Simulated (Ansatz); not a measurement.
Ideal-gas functions of CH5BFN (`NBCF`) at 400 K and 1 bar, from an Ansatz frequency run at PBE0-D4/def2-TZVP.

Molar mass 60.87 g/mol, point group Cs (symmetry number 1), electronic degeneracy 1, moments of inertia 31.291, 90.514, 118.689 u Å². Harmonic wavenumbers (cm⁻¹, unscaled): 189, 203, 502, 554, 618, 807, 828, 906, 964, 1067, 1154, 1250, 1347, 1427, 1455, 1635, 2611, 3030, 3068, 3611, 3718.

Use S(trans) = R[1.5 ln M + 2.5 ln T − 1.1517]; rotational temperatures θ = 24.2544 K / I; S(rot) = R[ln(√π/σ · √(T³/θAθBθC)) + 1.5]; for each mode x = 1.438777 ν̃/T, S = R[x/(eˣ − 1) − ln(1 − e⁻ˣ)] and H = RT x/(eˣ − 1); 1 cm⁻¹ = 0.0119627 kJ/mol; R = 8.31446 J/(mol·K).

Problem. By hand: the entropy, in J/(mol·K).

Solution. Translation 166.2. Rotation: θ = 0.7751, 0.268, 0.2044 K, giving 105.1. Vibration, mode by mode: 11.68, 11.11, 4.45, 3.83, 3.20, 1.87, 1.76, 1.41, 1.19, 0.88, 0.68, 0.51, 0.39, 0.30, 0.28, 0.16, 0.01, 0.00, 0.00, 0.00, 0.00, in all 43.7. Electronic 0.0. Sum 315.0 J/(mol·K).

Problem. By hand: H − E and G − E in kJ/mol, counted from the electronic energy.

Solution. Zero-point energy ½ × 30944 × 0.0119627 = 185.1; thermal vibration 10.7; translation, rotation and pV give 4 RT = 13.3. H − E = 209.1 kJ/mol, and G − E = 209.1 − 400 × 315.0/1000 = 83.1 kJ/mol.

Vibration gives 14 % of the entropy. The sum counts one conformer and one mirror image; others add a mixing term.
